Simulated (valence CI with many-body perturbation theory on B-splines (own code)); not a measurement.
The numbers below are computed, except where a source is named.
**Hyperfine factors and g values of Xe XL**

Level of theory: configuration interaction combined with many-body perturbation theory (CI+MBPT): five valence electrons over a frozen Dirac-Fock core [Ne], radial functions for each j: 9 s, 9 p, 8 d, 6 f, 3 g, 1 h, with the one-electron correlation potential Σ1 (screened to all orders), the two-electron term Σ2, the three-electron term Σ3, Breit, model QED; selected single and double excitations, second order for the rest (own B-spline code, finite nucleus).

No measured spectrum was set against this ion. As an estimate, large intervals hold to a few tenths of a per cent, small ones and those within an open d or f shell to about a per cent. Among the levels kept, up to 530 cm⁻¹ of a level comes from second order outside the variational space, and about a tenth of that is noise between levels of different J, which matters for small intervals.

A/g_I is the dipole constant over the nuclear g factor μ/I (μ in nuclear magnetons, uniformly magnetised nucleus), B/Q the quadrupole constant per barn. Both hold the static response of the core; the bare values leave it out. Large factors of s and p1/2 electrons are usually good to 5 to 10 %; those of open d and f shells near neutrality can be off by tens of per cent, and small factors of p3/2, d and f electrons come from cancelling terms and can be off by a factor of two or in sign, in half-filled shells by more. B is blank for J = 1/2, where it vanishes, and for nearly pure S terms. Energies count from the lowest level.

Levels are named by their leading jj configuration (3d3/2^4 stands for four electrons in 3d with j = 3/2), which in mixed levels can hold well under half, so a name can repeat and another be missing. Letters in brackets count levels of one name in rising energy.

```tsv
Level	E (eV)	g	A/g_I (MHz)	A/g_I bare	B/Q (MHz/b)	B/Q bare
(3s^2 3p1/2^2 3p3/2) J=3/2	0.00	1.399	65300	65400	116000	114000
(3s^2 3p1/2 3p3/2^2) J=3/2	71.10	1.435	-3430	-1650	25500	25000
(3s^2 3p1/2 3p3/2^2) J=5/2	79.26	1.194	146000	144000	-426	-415
(3s^2 3p1/2 3p3/2^2) J=1/2	89.32	0.657	450000	439000		
(3s^2 3p1/2^2 3d3/2) J=3/2	151.66	0.790	30100	31200	9160	10200
(3s^2 3p3/2^3) J=3/2	161.53	1.283	72800	72400	-142000	-139000
(3s 3p1/2^2 3p3/2^2) J=5/2	168.82	1.390	178000	175000	3090	3770
(3s^2 3p1/2^2 3d5/2) J=5/2	186.25	1.293	150000	148000	66500	66000
(3s 3p1/2^2 3p3/2^2) J=1/2	198.06	2.208	1180000	1150000		
(3s 3p1/2^2 3p3/2^2) J=3/2	199.14	1.155	-121000	-116000	-31300	-30700
(3s^2 3p1/2 3p3/2 3d3/2) J=5/2 [a]	222.48	0.961	113000	111000	-21600	-20600
(3s^2 3p1/2 3p3/2 3d3/2) J=3/2 [a]	223.29	0.934	102000	101000	-81000	-79600
(3s^2 3p1/2 3p3/2 3d3/2) J=1/2 [a]	223.94	0.228	159000	156000		
(3s^2 3p1/2 3p3/2 3d3/2) J=7/2	230.23	1.072	106000	105000	99000	98200
(3s^2 3p1/2 3p3/2 3d5/2) J=3/2 [a]	238.71	1.461	86900	86600	-62600	-61200
(3s^2 3p1/2 3p3/2 3d5/2) J=7/2 [a]	240.89	1.307	-9940	-7950	141000	140000
(3s^2 3p1/2 3p3/2 3d5/2) J=5/2 [a]	244.67	1.167	154000	151000	-106000	-104000
(3s^2 3p1/2 3p3/2 3d5/2) J=9/2	249.38	1.206	79100	78700	108000	108000
(3s^2 3p1/2 3p3/2 3d3/2) J=5/2 [b]	249.85	1.293	51100	52000	77600	76300
(3s^2 3p1/2 3p3/2 3d3/2) J=1/2 [b]	254.11	1.581	291000	284000		
(3s^2 3p1/2 3p3/2 3d3/2) J=3/2 [b]	254.32	1.245	2450	4520	5100	4580
(3s^2 3p1/2 3p3/2 3d5/2) J=3/2 [b]	264.54	1.180	63700	63800	-56300	-55100
(3s^2 3p1/2 3p3/2 3d5/2) J=7/2 [b]	264.99	1.084	90400	89300	40800	41300
(3s^2 3p1/2 3p3/2 3d5/2) J=5/2 [b]	266.98	1.160	42700	43000	22000	22700
(3s^2 3p1/2 3p3/2 3d5/2) J=1/2	268.14	1.499	-175000	-168000		
(3s^2 3p1/2 3p3/2 3d5/2) J=3/2 [c]	274.19	1.050	134000	131000	-33200	-32500
(3s 3p1/2 3p3/2^3) J=5/2	277.96	1.257	240000	235000	-109000	-107000
(3s 3p1/2 3p3/2^3) J=3/2	290.16	1.174	141000	139000	20200	19900
(3s 3p1/2 3p3/2^3) J=1/2	292.34	1.219	-149000	-144000		
(3s^2 3p3/2^2 3d5/2) J=7/2	321.75	1.270	40200	40900	28100	27900
(3s^2 3p3/2^2 3d5/2) J=1/2	323.57	1.010	29800	28800		
(3s^2 3p3/2^2 3d3/2) J=5/2	323.90	1.195	96600	96000	-28000	-27800
(3s^2 3p3/2^2 3d3/2) J=3/2 [a]	324.80	1.172	34200	35100	-43300	-43200
(3s^2 3p3/2^2 3d5/2) J=9/2	324.95	1.226	41500	42000	83400	83400
(3s 3p1/2^2 3p3/2 3d3/2) J=5/2 [a]	325.48	1.335	227000	224000	30400	29600
(3s^2 3p3/2^2 3d3/2) J=1/2	326.06	1.881	156000	155000		
(3s 3p1/2^2 3p3/2 3d3/2) J=3/2 [a]	326.80	1.401	190000	188000	-5120	-5730
(3s^2 3p3/2^2 3d3/2) J=7/2	327.35	1.079	55400	55500	13900	15400
(3s 3p1/2^2 3p3/2 3d3/2) J=1/2 [a]	327.35	2.695	722000	708000		
(3s 3p1/2^2 3p3/2 3d3/2) J=7/2	329.73	1.363	219000	216000	84400	83400
```

(1) Take the isotope of mass number 129, with I = 1/2, μ = -0.77796 μN. What is the hyperfine structure of (3s 3p1/2^2 3p3/2^2) J=5/2?

Results:

(1) From the table A = -277000 MHz. Shifts from the centre of gravity in MHz: F = 2: 485000, F = 3: -346000.
